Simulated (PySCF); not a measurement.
In(Cl)(Et)(OH) (C2H6ClInO), SMILES C[CH2][In]([OH])[Cl].

The structure is a stationary point at PBE0-D3(BJ)/def2-SVP. The def2 effective core potentials stand for the cores of In; spin–orbit coupling is left out. One conformer was computed; it need not be the lowest.

Calculation: PySCF with TDDFT-PBE/def2-SVPD.

Vertical excitations. 

| state | energy (eV) | λ (nm) | f | main pairs |
|---|---|---|---|---|
| S1 | 4.76 | 261 | 0.003 | HOMO−1→LUMO 99 % |
| S2 | 4.89 | 253 | 0.050 | HOMO→LUMO 76 %, HOMO−2→LUMO 12 % |
| S3 | 5.16 | 240 | 0.000 | HOMO→LUMO+1 91 % |
| S4 | 5.24 | 237 | 0.028 | HOMO−3→LUMO 90 % |
| S5 | 5.34 | 232 | 0.016 | HOMO−1→LUMO+1 54 %, HOMO−4→LUMO 35 % |
| S6 | 5.58 | 222 | 0.120 | HOMO−2→LUMO 59 %, HOMO−3→LUMO+1 16 %, HOMO→LUMO 9 % |
| S7 | 5.68 | 218 | 0.012 | HOMO−2→LUMO+1 96 % |
| S8 | 5.92 | 210 | 0.001 | HOMO−4→LUMO+1 99 % |
| S9 | 5.95 | 208 | 0.128 | HOMO−3→LUMO+1 56 %, HOMO−2→LUMO 16 %, HOMO−4→LUMO 10 % |
| S10 | 6.13 | 202 | 0.179 | HOMO−4→LUMO 35 %, HOMO−1→LUMO+1 24 %, HOMO−3→LUMO+1 21 %, HOMO→LUMO 7 % |
| T1 | 4.33 | 286 | 0 | HOMO→LUMO 94 % |
| T2 | 4.46 | 278 | 0 | HOMO−1→LUMO 98 % |
| T3 | 4.76 | 260 | 0 | HOMO−2→LUMO 88 % |
| T4 | 4.93 | 252 | 0 | HOMO−1→LUMO+1 87 % |
Triplets are in the Tamm–Dancoff approximation, which puts them higher than full response would, so one can lie above its singlet here.
